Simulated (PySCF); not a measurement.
## How methods differ on the excitation energy of Tl

Tl [Xe] 4f14 5d10 6s2 6p1 (2P) → Tl [Xe] 4f14 5d10 6s1 6p2 (4P), as a difference of total energies. Calculation: PySCF 2.14, in def2-TZVPPD with the def2 core potential (60 electrons) (7s5p4d2f, 56 functions); scalar relativity through the core potential. Correlated levels: valence: 5s2 5p6 5d10 frozen; valence and next inner shell: nothing frozen outside the core potential. The calculations carry no spin-orbit coupling.

| method | excitation energy (eV) |
| --- | --- |
| UHF | 4.306 |
| LDA | 6.480 |
| PBE | 6.218 |
| PBE0 | 5.865 |
| r2SCAN | 5.866 |
| BLYP | 6.458 |
| revPBE | 6.139 |
| TPSSh | 5.976 |
| HSE06 | 5.909 |
| MP2 (valence) | 4.846 |
| SCS-MP2 (valence) | 5.053 |
| MP2 (valence and next inner shell) | 6.044 |
| SCS-MP2 (valence and next inner shell) | 6.116 |

How much does correlation contribute at MP2 (valence and next inner shell)?

6.044 − (4.306) = 1.738 eV, measured against UHF.

Spin-orbit coupling is strong in these open shells (close to jj coupling). The scalar numbers leave it out and a first-order estimate fails, so it can dominate the gap to the real levels.
